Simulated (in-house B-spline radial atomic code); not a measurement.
## BLYP excitations of Cs⁷⁺

Method: BLYP. Computed with a B-spline radial code for spherical atoms: linear response of the closed shell [Kr] 4d10 5s2 with the functional's adiabatic kernel; scalar-relativistic (spin-free one-electron X2C), finite nucleus, no spin-orbit coupling, no double excitations, S, P, D and F terms only; shells from n = 3 respond. Only terms of natural parity with L up to 3 were computed.

Spin-orbit coupling is strong here, so these LS terms don't match observed levels.

Command:
```bash
python run_td.py task.json out
```
Settings (radii: box in bohr, nucleus in fm):
```
Z                        55
electrons                48
configuration            [Kr] 4d10 5s2
hamiltonian              x2c
method                   b88,lyp
box_radius               12.81
rms_radius               4.8041
intervals                69
```

Cost of the run: 1.6 s on 1 thread of Intel(R) Xeon(R) Platinum 8259CL CPU @ 2.50GHz (Skylake/Cascade Lake) (shared host).

The lowest states, in the order of their Tamm-Dancoff energies; the method's threshold (minus the highest occupied level) is 104.78 eV. Labels give the largest channel, * marks a mixed state, and oscillator strengths are full-response dipole values. Semilocal kernels can invert the small singlet-triplet splittings of Rydberg terms. Energies in eV:

```csv
state,full response,Tamm-Dancoff,oscillator strength
5s → 5p 3P,15.315,15.407,-
5s → 5p 1P,20.181,20.905,1.56
5s → 4f 3F,31.08,31.13,-
5s → 4f 1F,32.30,32.30,-
5s → 5d 3D,39.39,39.42,-
5s → 5d 1D,?,?,-
5s → 6s 3S,51.15,51.16,-
5s → 6s 1S,52.44,52.49,-
5s → 6p 3P,?,?,-
5s → 6p 1P,58.57,58.60,0.138
```

Problem. Where does 5s → 5d 1D lie?

Solution. At 41.49 eV in full response, 41.53 eV in Tamm-Dancoff.

Problem. Where does 5s → 6p 3P lie?

Solution. At 57.99 eV in full response, 58.00 eV in Tamm-Dancoff.

Problem. How large is the singlet-triplet splitting of 5s → 5p (P terms) in Tamm-Dancoff?

Solution. 5.5 eV, from the unrounded values.

Problem. What polarisabilities and dispersion coefficient does the method give?

Solution. Dipole 3.647 bohr³, quadrupole 5.183 bohr⁵, C6 10.77 hartree·bohr⁶ for two such species.
